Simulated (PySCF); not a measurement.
Vibration and rotation of SiI

UHF-CCSD(T) constants of SiI, ²Π (doublet), unpaired electrons π ↑ (PySCF, scalar-relativistic core potentials, basis sets Si def2-TZVPP, I def2-TZVPP with ECP28; masses 27.9769 and 126.9045 u):

| Item | Value |
| --- | --- |
| ωe | 361.1 cm⁻¹ |
| ωexe | 1.12 cm⁻¹ |
| Be | 0.12275 cm⁻¹ |
| αe | 0.000559 cm⁻¹ |
| D (centrifugal) | 5.67e-08 cm⁻¹ |
| De to Si + I | 3.10 eV |

Question: Give the vibrational terms G(v) and spacings up to v = 6.

Answer: G(v) = ωe(v+½) − ωexe(v+½)².

```tsv
v	G(v) (cm⁻¹)	G(v) − G(v−1)	Bv (cm⁻¹)
0	180.3		0.1225
1	539.1	358.9	0.1219
2	895.8	356.6	0.1214
3	1250.1	354.4	0.1208
4	1602.3	352.1	0.1202
5	1952.2	349.9	0.1197
6	2299.8	347.7	0.1191
```

Question: How well does the Morse estimate ωe²/(4ωexe) reproduce De, and what is D0?

Answer: It gives 3.61 eV, 116 % of the computed De. D0 = De − G(0) = 3.10 − 0.02 = 3.08 eV.

Correlated steps freeze 9 core orbitals. Spin–orbit coupling is left out, which matters for elements this heavy, above all for dissociation energies. The state is the lowest determinant that a PBE0 search found; another state may lie lower at other levels.
